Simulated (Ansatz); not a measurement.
Si(NMe2)Cl3 (C2H6Cl3NSi), 13 atoms. Hardware: 4 threads of Arm Neoverse V2 on a shared host.

Correlated methods freeze 23 core orbitals.

How many basis functions does each of these Ansatz runs have, and roughly what does it cost? CCSD(T)/def2-SVP, charge 0 singlet, energy, from earlier orbitals; r2SCAN-D4/def2-SVP, charge 0 singlet, relaxation, 5 steps; PBE0-D4/def2-SVP, charge 0 singlet, energy, from earlier orbitals; HF/STO-3G, charge 0 singlet, energy; PBE-D4/def2-TZVP, charge 0 singlet, energy and forces, from earlier orbitals; r2SCAN-D4/def2-TZVP, charge 0 singlet, energy, from earlier orbitals; ωB97X-V/def2-TZVP, charge 0 singlet, energy, from earlier orbitals; PBE0-D4/def2-TZVP, charge 0 singlet, energy, from earlier orbitals; HF/def2-TZVP, charge 0 singlet, energy, from earlier orbitals; LC-ωPBE/def2-TZVP, charge 0 singlet, energy, from earlier orbitals; MP2/def2-TZVP, charge 0 singlet, energy, from earlier orbitals; PBE-D4/def2-SVP, charge 0 singlet, energy, from earlier orbitals.

Other jobs shared the machine, so times can vary by a factor of up to 3. A dash marks memory too small to be measured apart from the calling script's.

| run | functions | fitting or Cholesky vectors | wall time | peak host memory (GiB) |
| --- | --- | --- | --- | --- |
| HF/STO-3G, charge 0 singlet, energy | 57 | 687 | 0.25 s | – |
| PBE-D4/def2-SVP, charge 0 singlet, energy, from earlier orbitals | 144 | 1617 | 1.9 s | – |
| PBE0-D4/def2-SVP, charge 0 singlet, energy, from earlier orbitals | 144 | 1392 | 2.8 s | – |
| PBE-D4/def2-TZVP, charge 0 singlet, energy and forces, from earlier orbitals | 277 | 1799 | 4.5 s | – |
| LC-ωPBE/def2-TZVP, charge 0 singlet, energy, from earlier orbitals | 277 | 1799 | 5 s | 0.72 |
| HF/def2-TZVP, charge 0 singlet, energy, from earlier orbitals | 277 | 2186 | 5.5 s | 1.2 |
| MP2/def2-TZVP, charge 0 singlet, energy, from earlier orbitals | 277 | 1757 | 7 s | 0.84 |
| r2SCAN-D4/def2-TZVP, charge 0 singlet, energy, from earlier orbitals | 277 | 1799 | 8.5 s | – |
| PBE0-D4/def2-TZVP, charge 0 singlet, energy, from earlier orbitals | 277 | 1851 | 8.5 s | 1.1 |
| r2SCAN-D4/def2-SVP, charge 0 singlet, relaxation, 5 steps | 144 | 1617 | 15 s | – |
| ωB97X-V/def2-TZVP, charge 0 singlet, energy, from earlier orbitals | 277 | 1820 | 16 s | 1.3 |
| CCSD(T)/def2-SVP, charge 0 singlet, energy, from earlier orbitals | 144 | 1392 | 25 s | 1 |
